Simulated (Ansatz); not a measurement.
Ansatz (an electronic-structure program) input (wB97X-V/def2-TZVP):

Ansatz 0.2 input:
```yaml
crystal:
  periodic: [false, false, false]
  atoms:
    - {symbol: Sb, position_ang: [0.36954007, -0.02857774, 0.44969742]}
    - {symbol: Cl, position_ang: [0.78583708, 0.32362001, -1.75797415]}
    - {symbol: Cl, position_ang: [-1.89445728, -0.23788677, 0.40888190]}
basis:
  gaussian:
    orbitals: def2-TZVP
hamiltonian:
  xc: {name: wB97X-V}
total_charge: 1
relax: {f_tol: 0.003, max_steps: 100}
```

Output:

```
Functional definition: wB97X-V
integrals: 0.07 GiB planned
962 factors; their error is unknown
integrals: 0.10 GiB planned
175 factors; integrals over basis functions are off by at most 7.1e-6 eV
mean field: 0.61 GiB planned
mean field evaluation 1: about -31568.8065 eV, gradient 3.8e1 eV
mean field evaluation 2: about -31568.8105 eV, gradient 4.3e1 eV
mean field evaluation 4: about -31572.7787 eV, gradient 1.0e0 eV
mean field evaluation 8: about -31572.7867 eV, gradient 3.7e-2 eV
mean field evaluation 16: about -31572.9473 eV, gradient 1.9e-4 eV
mean field -31572.94725113 eV, -1160.2844105667 hartree, gradient 6.0e-5 eV, S^2 0.000000; 0 other end points of the search recorded, 0 dependent functions left out
the calculation of the forces begins
reference -31572.94724958 eV, -1160.2844105097 hartree; 28, 28 occupied and 96, 96 virtual orbitals, 962 factors
relax step   1: F+E_penalty+E_count = -31572.94725113 eV  Δ(F+E_penalty+E_count) = +0.000e0 eV  max|allowed force component| = 6.979e-1 eV/Å  Δτ_max = 0.0000 Å  (32 SCF iters, accepted)
these checks for a lower state are left out or cut short: starts, cluster_reference, orbital_swaps, neighbouring_geometries, increment
integrals: 0.07 GiB planned
962 factors; their error is unknown
integrals: 0.10 GiB planned
175 factors; integrals over basis functions are off by at most 6.9e-6 eV
mean field: 0.61 GiB planned
mean field -31572.96751248 eV, -1160.2851551577 hartree, gradient 1.9e-5 eV, S^2 0.000000; 0 other end points of the search recorded, 0 dependent functions left out
the calculation of the forces begins
reference -31572.96751095 eV, -1160.2851551015 hartree; 28, 28 occupied and 96, 96 virtual orbitals, 962 factors
relax step   2: F+E_penalty+E_count = -31572.96751248 eV  Δ(F+E_penalty+E_count) = -2.026e-2 eV  max|allowed force component| = 3.168e-1 eV/Å  Δτ_max = 0.0545 Å  (35 SCF iters, accepted)
these checks for a lower state are left out or cut short: starts, cluster_reference, orbital_swaps, neighbouring_geometries, increment
integrals: 0.07 GiB planned
962 factors; their error is unknown
integrals: 0.10 GiB planned
175 factors; integrals over basis functions are off by at most 7.0e-6 eV
mean field: 0.61 GiB planned
mean field evaluation 32: about -31572.9724 eV, gradient 5.3e-3 eV
mean field -31572.97242830 eV, -1160.2853358108 hartree, gradient 1.7e-5 eV, S^2 0.000000; 0 other end points of the search recorded, 0 dependent functions left out
the calculation of the forces begins
reference -31572.97242677 eV, -1160.2853357543 hartree; 28, 28 occupied and 96, 96 virtual orbitals, 962 factors
relax step   3: F+E_penalty+E_count = -31572.97242830 eV  Δ(F+E_penalty+E_count) = -4.916e-3 eV  max|allowed force component| = 3.473e-3 eV/Å  Δτ_max = 0.0207 Å  (38 SCF iters, accepted)
these checks for a lower state are left out or cut short: starts, cluster_reference, orbital_swaps, neighbouring_geometries, increment
integrals: 0.07 GiB planned
962 factors; their error is unknown
integrals: 0.10 GiB planned
175 factors; integrals over basis functions are off by at most 7.0e-6 eV
mean field: 0.61 GiB planned
mean field -31572.97243267 eV, -1160.2853359713 hartree, gradient 1.7e-5 eV, S^2 0.000000; 0 other end points of the search recorded, 0 dependent functions left out
the calculation of the forces begins
reference -31572.97243113 eV, -1160.2853359148 hartree; 28, 28 occupied and 96, 96 virtual orbitals, 962 factors
relax step   4: F+E_penalty+E_count = -31572.97243267 eV  Δ(F+E_penalty+E_count) = -4.368e-6 eV  max|allowed force component| = 3.822e-5 eV/Å  Δτ_max = 0.0010 Å  (40 SCF iters, accepted)
integrals: 0.07 GiB planned
962 factors; their error is unknown
integrals: 0.10 GiB planned
175 factors; integrals over basis functions are off by at most 7.0e-6 eV
mean field: 0.61 GiB planned
mean field evaluation 64: about -31572.9724 eV, gradient 1.4e-4 eV
mean field -31572.97243267 eV, -1160.2853359713 hartree, gradient 1.7e-5 eV, S^2 0.000000; 1 other end points of the search recorded, 0 dependent functions left out
the calculation of the forces begins
reference -31572.97243113 eV, -1160.2853359148 hartree; 28, 28 occupied and 96, 96 virtual orbitals, 962 factors
Total energy: -31572.97243113 eV, -1160.2853359148 hartree
Atom 0 at     0.364368    -0.028178     0.443403 Å, force    -0.000000     0.000000    -0.000000 eV/Å
Atom 1 at     0.761866     0.317856    -1.733357 Å, force    -0.000038    -0.000008     0.000031 eV/Å
Atom 2 at    -1.865314    -0.232523     0.390559 Å, force     0.000038     0.000008    -0.000031 eV/Å
Dipole moment:     0.300946    -0.023273     0.366224 e Å
```

It need not be the lowest isomer of its formula.
